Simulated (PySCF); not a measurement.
Run record: excited-state job, `C=CCNB(N)C=C`.

Method: TDDFT PBE0/def2-SVPD, vertical, gas phase, core orbitals frozen in the response (PySCF 2.14.0, density-fitted response routines). Geometry: GFN2-xTB. The command runs a driver script over a list of jobs; the input below is this job's line of settings and its coordinates in Å.

Command:
```bash
OMP_NUM_THREADS=1 python probes_run.py task.json out
```

Input:
```
{"job": {"kind": "uv", "xc": "PBE0", "basis": "def2-SVPD", "nstates": 8, "ntriplets": 3}, "charge": 0, "multiplicity": 1}
C      1.992801     1.155536    -1.274019
C      2.479089     0.103903    -0.643865
C      1.649833    -1.026975    -0.089773
N      0.248538    -0.962203    -0.413748
B     -0.785290    -0.336253     0.314133
N     -0.555131     0.241086     1.571842
C     -2.224215    -0.321932    -0.320205
C     -3.196549     0.529346    -0.023111
H      0.933200     1.271962    -1.431552
H      2.627175     1.939801    -1.650244
H      3.544052    -0.003720    -0.480841
H      1.762534    -1.033686     1.000731
H      2.070718    -1.973668    -0.457001
H      0.054981    -1.265405    -1.354713
H      0.344397     0.296525     2.013310
H     -1.291849     0.641577     2.121589
H     -2.433959    -1.060876    -1.088779
H     -3.065444     1.304794     0.715868
H     -4.164683     0.509437    -0.501920
```

Estimate the output.

```
coarse grid: 15464 points
cycle   1  E = -330.8033456176  dE =  8.692e-01  |g| = 5.599e-01  |ddm| = 7.328e+00
cycle   2  E = -330.7726784981  dE =  3.067e-02  |g| = 6.747e-01  |ddm| = 2.138e+00
cycle   3  E = -330.8844998462  dE = -1.118e-01  |g| = 8.445e-02  |ddm| = 1.239e+00
cycle   4  E = -330.8859857346  dE = -1.486e-03  |g| = 3.801e-02  |ddm| = 1.806e-01
cycle   5  E = -330.8863355309  dE = -3.498e-04  |g| = 1.104e-02  |ddm| = 7.617e-02
cycle   6  E = -330.8863638244  dE = -2.829e-05  |g| = 2.772e-03  |ddm| = 2.013e-02
cycle   7  E = -330.8863656907  dE = -1.866e-06  |g| = 3.933e-04  |ddm| = 6.714e-03
final grid: 148328 points
cycle   8  E = -330.9271183393  dE = -4.875e-05  |g| = 9.332e-03  |ddm| = 1.968e-01
cycle   9  E = -330.9271112037  dE =  7.136e-06  |g| = 1.104e-02  |ddm| = 3.381e-02
cycle  10  E = -330.9271401346  dE = -2.893e-05  |g| = 1.063e-03  |ddm| = 1.666e-02
cycle  11  E = -330.9271404000  dE = -2.654e-07  |g| = 2.568e-04  |ddm| = 1.915e-03
cycle  12  E = -330.9271404144  dE = -1.442e-08  |g| = 1.043e-04  |ddm| = 8.107e-04
cycle  13  E = -330.9271404169  dE = -2.548e-09  |g| = 3.713e-05  |ddm| = 2.298e-04
cycle  14  E = -330.9271404173  dE = -3.404e-10  |g| = 4.265e-06  |ddm| = 8.333e-05
converged SCF energy = -330.9271404173

Static polarisability (au): isotropic 91.325, principal 78.785 82.202 112.987

Singlet excitations
state   eV       nm        f      main configurations
  1   5.5765    222.3   0.07264   H->L 0.97
  2   5.8839    210.7   0.00214   H->L+1 0.97
  3   6.0483    205.0   0.00581   H->L+2 0.97
  4   6.5467    189.4   0.04189   H-2->L 0.78, H-1->L 0.20
  5   6.6453    186.6   0.34004   H-1->L 0.68, H-2->L 0.19
  6   6.6668    186.0   0.00529   H-1->L+1 0.43, H->L+4 0.24, H-1->L+2 0.20
  7   6.8548    180.9   0.00786   H-3->L 0.84
  8   6.8772    180.3   0.02259   H->L+4 0.45, H-1->L+1 0.27, H->L+3 0.13

Triplet excitations (Tamm-Dancoff, eV): 4.1222 4.4966 5.0071
```

The SCF starts on a coarse grid where the log names one; the energy can jump when the final grid takes over, and dE then counts from the start density on the new grid. H and L stand for HOMO and LUMO; the number after each pair is its weight.

How does the lowest singlet excitation compare with the HOMO–LUMO gap?

HOMO -6.70 eV and LUMO -0.16 eV give a gap of 6.54 eV; S1 at 5.58 eV lies 0.96 eV below it.

Summary of the converged run: HOMO -6.70 eV, LUMO -0.16 eV; lowest singlet 5.58 eV; lowest triplet 4.12 eV (Tamm–Dancoff); mean polarisability 91.3 au.

Hardware: one thread, Arm Neoverse V2 (aarch64), shared host with 96 logical CPUs at a one-minute load of 42. Cost: 62 s wall (grids of density and orbitals included), 1.0 GiB resident at most.

One conformer stands for the species.
Labels such as C1 count atoms from 1, the log's own numbers from 0.
